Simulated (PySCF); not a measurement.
sulfur hexafluoride (F6S), SMILES FS(F)(F)(F)(F)F. Atoms are numbered in the order given.

```xyz
7

F      0.0000    -1.5937     0.0000
S      0.0000     0.0000     0.0000
F      1.5937     0.0000     0.0000
F      0.0000     0.0000     1.5937
F     -1.5937     0.0000     0.0000
F      0.0000     0.0000    -1.5937
F      0.0000     1.5937     0.0000
```
Charge 0, spin multiplicity 1.

Geometry: TPSSh-D3(BJ)/def2-SVP.

Computed with B3LYP/pcSseg-1 in PySCF.

GIAO shieldings, no solvent; atoms alike by connectivity are averaged. δ = σ(ref) − σ: ¹⁹F against CFCl3 (σ = 161.7 ppm); ³³S against H2S (σ = 695.8 ppm), references at their B3LYP-D3(BJ)/def2-TZVP geometries, non-relativistic.

Computed chemical shifts:
| nucleus | atoms | count | δ (ppm) |
|---|---|---|---|
| ¹⁹F | F1, F3, F4, F5, F6, F7 | 6 | 98.8 |
| ³³S | S2 | 1 | 438.0 |
